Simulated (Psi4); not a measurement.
AlF3 (SMILES [F][Al]([F])[F]), singlet, at a GFN2-xTB geometry (such geometries of metal compounds can be far from the true shape). Base run: PBE/STO-3G (Psi4).

Input for Psi4:
```
memory 2 GB

molecule mol {
0 1
Al    0.000000   -0.000000   -0.000000
F    -0.020933    1.630854    0.037916
F     1.423183   -0.797103   -0.027175
F    -1.402250   -0.833751   -0.010741
}

set {
  basis sto-3g
  reference rks
}

energy('pbe')
print_variables()
```

The base run was repeated with changes; each row names its change, and settings that it needs were set with it.

| change | ΔE vs base (µEh) | SCF cycles | grid points | basis functions |
|---|---|---|---|---|
| base | 0.0 | 7 | 85223 | 24 |
| guess = sapgau | 0.0 | 7 | 85223 | 24 |
| level_shift = 0.3 | 0.0 | 6 | 85223 | 24 |
| df_basis_scf = def2-universal-jkfit | 0.0 | 7 | 85223 | 24 |
| dft_radial_scheme = becke | -3.9 | 7 | 74398 | 24 |
| scf_type = dfdirj+cosx | 0.0 | 8 | 85223 | 24 |
| df_basis_scf = cc-pvqz-jkfit | … | 7 | 85223 | 24 |
| guess = core | 0.0 | 9 | 85223 | 24 |
| guess = modhuckel | 0.0 | 8 | 85223 | 24 |
| puream = false | 279 | 7 | 85223 | 24 |
| ints_tolerance = 1e-8 | 0.0 | 7 | 85223 | 24 |
| puream = true | 0.0 | 7 | 85223 | 24 |
| dft_spherical_points = 434 | 5.4 | 7 | 122106 | 24 |

### Question
What belongs in the gaps?

### Answer

- df_basis_scf = cc-pvqz-jkfit, ΔE vs base (µEh): 1422
